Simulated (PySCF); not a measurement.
CH₂F, SMILES F[CH2], multiplicity 2. The structure is a stationary point at B3LYP-D3(BJ)/def2-TZVPD. The isomer is the one that the SMILES or the coordinates give; other isomers of the formula were not compared.

Computed equilibrium geometry at B3LYP-D3(BJ)/def2-TZVPD (PySCF confirms it by a frequency run) as bond lengths and angles, and its point group:
point group Cs.
Atoms: C1 F2 H3 H4. Bond lengths (Å): C1–F2 1.341, C1–H3 1.080, C1–H4 1.080. Bond angles (°): F2–C1–H3 114.9, F2–C1–H4 114.9, H3–C1–H4 125.1.
Charge 0, spin multiplicity 2.
